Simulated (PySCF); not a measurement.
YF₂, SMILES [F][Y+][F], charge +1. Atoms are numbered in the order given.

```xyz
3

Y      0.0000     0.0000     0.3496
F      0.0000    -1.5668    -0.7576
F      0.0000     1.5668    -0.7576
```
Charge +1, spin multiplicity 1.

Geometry: PBE-D3(BJ)/def2-TZVP. The spin state was assumed, not searched. The isomer is the one that the SMILES or the coordinates give; other isomers of the formula were not compared. The def2 effective core potentials stand for the cores of Y; spin–orbit coupling is left out.

The numbers are results of TDDFT-B3LYP/def2-TZVPD in PySCF 2.14.0, not measurements.

Vertical excitations. Gas-phase values at a fixed geometry. State labels are in the subgroup C2v.

| state | symmetry | energy (eV) | λ (nm) | f | main pairs |
|---|---|---|---|---|---|
| S1 | B2 | 6.32 | 196 | 0.003 | HOMO→LUMO 98 % |
| S2 | A1 | 6.66 | 186 | 0.000 | HOMO−1→LUMO 99 % |
| S3 | B1 | 6.70 | 185 | 0.013 | HOMO−2→LUMO 99 % |
| S4 | A2 | 6.88 | 180 | 0.000 | HOMO−3→LUMO 99 % |
| S5 | A2 | 7.04 | 176 | 0.000 | HOMO→LUMO+1 99 % |
| S6 | B2 | 7.14 | 174 | 0.002 | HOMO−4→LUMO 98 % |
| S7 | A1 | 7.27 | 171 | 0.003 | HOMO−5→LUMO 97 % |
| S8 | B2 | 7.29 | 170 | 0.002 | HOMO→LUMO+2 96 % |
| S9 | B1 | 7.38 | 168 | 0.000 | HOMO−1→LUMO+1 98 % |
| S10 | A1 | 7.49 | 166 | 0.001 | HOMO−2→LUMO+1 72 %, HOMO−1→LUMO+2 27 % |
| T1 | B2 | 6.28 | 198 | 0 | HOMO→LUMO 99 % |
| T2 | A1 | 6.61 | 188 | 0 | HOMO−1→LUMO 98 % |
| T3 | B1 | 6.63 | 187 | 0 | HOMO−2→LUMO 98 % |
| T4 | A2 | 6.80 | 182 | 0 | HOMO−3→LUMO 97 % |
Triplets are in the Tamm–Dancoff approximation, which puts them higher than full response would, so one can lie above its singlet here.
